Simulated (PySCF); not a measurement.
**Potential energy of SrB along the bond**

Set-up: basis Sr def2-TZVPP with ECP28, B def2-TZVPP; scalar-relativistic core potentials; PySCF 2.14. Energies in eV from Sr + B in their ground configurations at the same level. All curves are PBE0. state 1: ⁴Σ⁻ (quartet), unpaired electrons σ ↑, π ↑↑; state 2: Ms = 0.5 determinant of mixed spin (⟨S²⟩ near 1.5), unpaired electrons π ↑, a second solution, started from another occupation; state 3: ⁴Π (quartet), unpaired electrons σ ↑↑, π ↑, a second solution, started from another occupation; state 4: Ms = 0.5 determinant of mixed spin (⟨S²⟩ near 1.8), unpaired electrons σ ↓, π ↑↑, a second solution, started from another occupation.

```
R (Å)  state 1  state 2  state 3  state 4
2.105   -0.468    0.580   0.5466  -0.2503
2.203   -0.774    0.005   0.0221  -0.5465
2.301   -0.949   -0.406  -0.3433  -0.7169
2.375   -1.013   -0.628  -0.5333  -0.7806
2.448   -1.031   -0.789  -0.6644  -0.8012
2.521   -1.014   -0.900  -0.7475  -0.7878
2.619   -0.947   -0.987  -0.7988  -0.7297
2.742   -0.817   -1.021  -0.7912  -0.6118
2.889   -0.621   -0.990  -0.7105  -0.4302
3.084   -0.329   -0.880  -0.5323  -0.1565
```

**Question.** Put a parabola through the three lowest points of the state 1 curve and estimate Re, k and ωe (reduced mass 9.784 u; 1 eV/Å² = 0.16022 mdyn/Å; ωe = 1302.8·√(k/μ) cm⁻¹).

**Answer.** Through R = 2.375, 2.448, 2.521 Å the second-order coefficient is 3.28 eV/Å², so Re ≈ 2.449 Å, k ≈ 1.05 mdyn/Å and ωe ≈ 427 cm⁻¹. A polynomial fit of higher order to the unrounded PBE0 energies gives Re = 2.445 Å, k = 1.08 mdyn/Å, ωe = 432 cm⁻¹; anharmonicity and rounding make the difference.

The higher-order fit for each curve: state 1: Re = 2.445 Å, ωe = 432 cm⁻¹, De = 1.03 eV; state 2: Re = 2.747 Å, ωe = 319 cm⁻¹, minimum 1.02 eV below the ground-state fragments; state 3: Re = 2.665 Å, ωe = 361 cm⁻¹, minimum 0.80 eV below the ground-state fragments; state 4: Re = 2.453 Å, ωe = 415 cm⁻¹, minimum 0.80 eV below the ground-state fragments.

Spin–orbit coupling is left out. The state was picked by a PBE0 search and need not be the measured ground state.
